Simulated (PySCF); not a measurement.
# Ionisation energy of Pd³²⁺ by level of theory

Pd³²⁺ [Ne] 3s2 3p2 [3p1/2^2, M_J = 0] → Pd³³⁺ [Ne] 3s2 3p1 [3p1/2^1, M_J = 1/2], as a difference of total energies. All numbers are calculated (PySCF 2.14, the two-component X2C-1e Hamiltonian, in an uncontracted even-tempered set (19 s from 5.5 bohr⁻², ratio 2.4; 13 p from 7.2 bohr⁻², ratio 2.4; 5 d from 26 bohr⁻², ratio 2.6; 4 f from 39 bohr⁻², ratio 2.6)). Correlated levels: 1s2 frozen; the 50 highest virtual spinors dropped. "Screened" scales the spin-orbit matrix elements by Boettger's factors to mimic the two-electron term; Breit and QED terms are absent.

```csv
method,ionisation energy (eV)
GHF (spin-free),1939.9
GMP2 (spin-free),1940.6
GHF (screened spin-orbit),1958.6
GMP2 (screened spin-orbit),1960.4
```

Breit and QED terms and the two-electron picture change are absent.

The spin-free rows relax to the high-spin LS determinant and lack the spin-orbit shift.

The labels give the starting determinants; with spin-orbit coupling the two ends relaxed to ⟨J²⟩ = 0.00, ⟨L²⟩ = 1.34, ⟨S²⟩ = 1.34 and ⟨J²⟩ = 0.75, ⟨L²⟩ = 2.01, ⟨S²⟩ = 0.75.

For comparison: 1962 ± 4 eV (semi-empirical (NIST evaluation); NIST Atomic Spectra Database, ionization energies).
